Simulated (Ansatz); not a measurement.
Cartesian coordinates (Å):
```xyz
6

Zn     0.0029     0.0357    -0.0818
N      0.1782     0.9882     1.4713
H     -0.6641     1.0155     2.0579
H      0.4715     1.9644     1.3474
S     -0.0100    -1.2571    -1.8398
H     -0.9918    -0.5409    -2.4472
```
Charge 0, spin multiplicity 1.

All values below come from frozen-core CCSD(T)/def2-TZVPP // TPSS-D3(BJ)/def2-SVP in Ansatz (a program for electronic structure).

* **HF energy**: -2231.60718 Ha
* **MP2 correlation energy**: -1.23753 Ha

**Question.** Estimate the CCSD correlation energy, the (T) correction, the total energy and the T1 diagnostic.

**Answer.** 
* **CCSD correlation energy**: -1.17749 Ha
* **(T) correction**: -0.03598 Ha
* **CCSD(T) total energy**: -2232.82065 Ha
* **T1 diagnostic**: 0.015
